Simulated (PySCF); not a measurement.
# Core-level binding energies of Cu(AsH3)(OH)

Cu(AsH3)(OH) (singlet state).
Geometry (PBE0-D3(BJ)/def2-SVP, Å), atoms numbered from 1 in this order:
```xyz
7
AsCuH4O angstrom
Cu    -0.0227    0.0729   -1.0515
As    -0.0846    0.1012    1.2018
H      1.1976   -0.0115    1.9952
H     -0.8587   -0.9541    1.9594
H     -0.6481    1.3017    1.9275
O     -0.0141    0.1303   -2.8325
H      0.4306   -0.6405   -3.1999
```

Theory: PySCF, delta-SCF UKS SCAN, pcX-2 on the ionised atom (unc-x2c-TZVPall on a metal), pcseg-1 elsewhere, spin-free X2C. Each binding energy is the total energy of the core-ionised species, with the hole localised on one atom, minus that of the ground state; both are solved self-consistently, so orbital relaxation is included.

Give the core binding energies atom by atom.

| atom(s) | bonded to | level | binding energy (eV) | 2p1/2 (eV) | count |
| --- | --- | --- | --- | --- | --- |
| Cu1 | O and As | Cu 2p3/2 | 937.97 | 958.63 | 1 |
| O6 | H and Cu | O 1s | 535.67 | – | 1 |

What is the longest wavelength that can ionise O 1s of O6 vertically?

λ = hc/E = 12398.42 eV Å / 535.67 eV = 23.146 Å.

The 2p values add to the ΔSCF energy of one spin-free hole a correction within the shell (spin–orbit coupling, ligand field). 2p1/2 minus 2p3/2 (ligand field included): Cu 20.66 eV. Satellites of the metal's 2p lines aren't described. No level of arsenic is listed. Geometry: PBE0-D3(BJ)/def2-SVP; no solvent, vibrations or thermal averaging. Metal 2p energies of this one-determinant scheme are less reliable than its 1s energies.
